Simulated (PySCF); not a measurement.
FIn (SMILES [F][In]), singlet, at a GFN2-xTB geometry (such geometries of metal compounds can be far from the true shape) (core potentials on In).

The PySCF input:
```python
from pyscf import gto, scf, dft

mol = gto.Mole()
mol.atom = '''
    In   -0.000000   -0.000000   -0.314215
    F     0.000000    0.000000    1.710724
'''
mol.basis = 'def2-svp'
mol.ecp = {'In': 'def2-svp'}
mol.charge = 0
mol.spin = 0
mol.verbose = 5
mol.build()

mf = dft.RKS(mol)
mf.xc = 'm06'
mf.kernel()
mf.analyze()
```

Task: What does this run give for the dipole moment, number of basis functions, total energy, HOMO energy, HOMO-LUMO gap, nuclear repulsion energy?

Result: 
```json
{
 "dipole_moment": "3.36 D",
 "number_of_basis_functions": "40",
 "total_energy": "-289.990055 Ha",
 "HOMO energy": "-7.52 eV",
 "HOMO-LUMO gap": "5.77 eV",
 "nuclear_repulsion_energy": "49.3914 Eh"
}
```
